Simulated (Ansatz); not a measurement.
Relaxation of C3H5ClSi (10 atoms, charge 0, multiplicity 1), to a largest force component of 0.02 eV/Å in at most 50 steps.

The calculation used UKS PBE0-D4/def2-SVP in Ansatz 0.2.0.

```xyz
10
Properties=species:S:1:pos:R:3
Cl -1.837 1.464 1.681
C -0.753 0.509 0.704
C -0.370 -0.762 0.884
Si 0.847 -0.827 -0.583
C 0.032 0.879 -0.602
H -0.585 -1.473 1.667
H 2.241 -0.914 -0.227
H 0.322 -1.736 -1.647
H -0.583 1.119 -1.421
H 0.768 1.690 -0.452
```

Q: Where does it end, and by what steps?

A: The run converged. After 5 steps the energy has fallen by 0.526 eV; Cl1 moved furthest, 0.16 Å.

```tsv
step	energy less start (eV)	largest force component (eV/Å)	accepted
0	0.0000	2.659	yes
1	-0.4745	1.002	yes
2	-0.5135	0.401	yes
3	-0.5236	0.117	yes
4	-0.5251	0.071	yes
5	-0.5256	0.019	yes
```

```xyz
10
Properties=species:S:1:pos:R:3
Cl -1.772 1.453 1.539
C -0.674 0.440 0.662
C -0.331 -0.832 0.950
Si 0.777 -0.844 -0.547
C 0.037 0.919 -0.578
H -0.680 -1.444 1.781
H 2.250 -0.943 -0.321
H 0.396 -1.740 -1.680
H -0.640 1.179 -1.406
H 0.721 1.762 -0.397
```

Time of the run: 26 s on 2 threads of Arm Neoverse V2, on a shared host, peak memory 0.31 GiB.
